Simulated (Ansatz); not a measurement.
B₈H₁₃⁻. Charge -1, multiplicity 1. Geometry r2SCAN-D4/def2-SVPD.

```xyz
21

B     0.7190   -0.9996    0.4269
B     0.2029   -0.9945    2.1317
B    -0.6426   -1.9787    1.0752
B    -0.7850   -1.1762   -0.4513
B    -0.0565    0.3855   -0.3646
B     0.9395    1.5097   -1.3394
B     0.5277    0.5253    1.2963
B    -0.7618    1.1772   -1.7906
H     0.1752    2.0266   -2.2726
H     0.8728   -1.2375    3.1052
H     1.7895   -1.4334    0.0914
H    -0.8829   -3.1611    1.1198
H    -1.6503    1.9315   -1.4454
H     1.2537    1.3820    1.7188
H    -1.1464   -1.7410   -1.4473
H     1.8162    0.9221   -1.9360
H    -0.4154    0.1379    2.2732
H    -0.9875    0.4659   -2.7409
H    -1.6648   -1.2681    0.5650
H    -0.5586    1.0402    0.6788
H     1.2552    2.4862   -0.6942
```

Another isomer (singlet) lies 0.17 eV lower at PBE0-D4/def2-TZVPD; other spin states weren't run for this one.

(1) Estimate the orbital energies around the gap (eV) in Ansatz with HF/STO-3G, r2SCAN-D4/def2-TZVPD, PBE0-D4/def2-TZVPD, CAM-B3LYP-D4/def2-TZVPD, ωB97X-V/def2-TZVPD.

## Answers

(1) 
| orbital | HF/STO-3G | r2SCAN-D4/def2-TZVPD | PBE0-D4/def2-TZVPD | CAM-B3LYP-D4/def2-TZVPD | ωB97X-V/def2-TZVPD |
| --- | --- | --- | --- | --- | --- |
| HOMO−9 | -8.21 | -5.07 | -6.16 | -7.65 | -8.78 |
| HOMO−8 | -7.82 | -4.94 | -5.97 | -7.41 | -8.48 |
| HOMO−7 | -7.30 | -4.56 | -5.60 | -7.06 | -8.12 |
| HOMO−6 | -7.09 | -4.53 | -5.54 | -6.96 | -8.00 |
| HOMO−5 | -6.81 | -4.44 | -5.42 | -6.81 | -7.83 |
| HOMO−4 | -6.31 | -4.12 | -5.09 | -6.45 | -7.46 |
| HOMO−3 | -6.15 | -4.03 | -5.01 | -6.38 | -7.39 |
| HOMO−2 | -6.11 | -3.40 | -4.43 | -5.88 | -6.91 |
| HOMO−1 | -3.44 | -2.22 | -3.07 | -4.33 | -5.29 |
| HOMO | -2.67 | -1.94 | -2.74 | -3.89 | -4.83 |
| LUMO | 10.90 | 2.63 | 3.05 | 3.40 | 3.94 |
| LUMO+1 | 12.49 | 3.10 | 3.16 | 3.61 | 4.16 |
| LUMO+2 | 14.56 | 3.35 | 3.30 | 3.66 | 4.21 |
| LUMO+3 | 17.55 | 3.59 | 3.41 | 3.72 | 4.26 |
| LUMO+4 | 17.88 | 3.68 | 3.50 | 3.97 | 4.51 |
| LUMO+5 | 18.35 | 3.72 | 3.67 | 4.09 | 4.61 |
